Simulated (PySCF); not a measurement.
Se(F)(Me) (CH₃FSe), SMILES C[Se]F. Atoms are numbered in the order given.

```xyz
6

Se     0.4245     0.1148     0.0000
F     -0.9686     1.1917     0.0000
C     -0.5829    -1.5207     0.0000
H      0.1630    -2.3199     0.0000
H     -1.1911    -1.5916    -0.8997
H     -1.1911    -1.5916     0.8997
```

Geometry: PBE0-D3(BJ)/def2-TZVP.

Computed with TDDFT-ωB97X/def2-SVPD in PySCF.

Vertical excitations.  State labels are in the subgroup Cs.

Computed excitation energies, oscillator strengths and character:
```tsv
state	symmetry	energy (eV)	λ (nm)	f	main pairs
S1	A"	3.14	395	0.000	HOMO→LUMO 96 %
S2	A"	5.90	210	0.002	HOMO→LUMO+1 70 %, HOMO→LUMO+5 15 %
S3	A'	6.41	194	0.017	HOMO−1→LUMO 94 %
S4	A"	6.50	191	0.091	HOMO→LUMO+2 88 %
S5	A'	7.60	163	0.061	HOMO→LUMO+3 98 %
S6	A"	7.81	159	0.000	HOMO→LUMO+4 82 %
S7	A"	8.06	154	0.024	HOMO→LUMO+5 57 %, HOMO→LUMO+1 18 %, HOMO→LUMO+6 11 %
S8	A"	8.75	142	0.009	HOMO−3→LUMO 79 %
S9	A'	8.83	140	0.007	HOMO−2→LUMO 52 %, HOMO→LUMO+8 21 %, HOMO−4→LUMO 16 %
S10	A"	8.99	138	0.109	HOMO→LUMO+6 51 %, HOMO→LUMO+7 37 %
T1	A"	2.36	526	0	HOMO→LUMO 93 %
T2	A"	5.20	239	0	HOMO→LUMO+1 62 %, HOMO→LUMO+5 23 %
T3	A'	5.53	224	0	HOMO−1→LUMO 92 %
T4	A"	6.48	191	0	HOMO→LUMO+2 93 %
```
Triplets are in the Tamm–Dancoff approximation, which puts them higher than full response would, so one can lie above its singlet here.
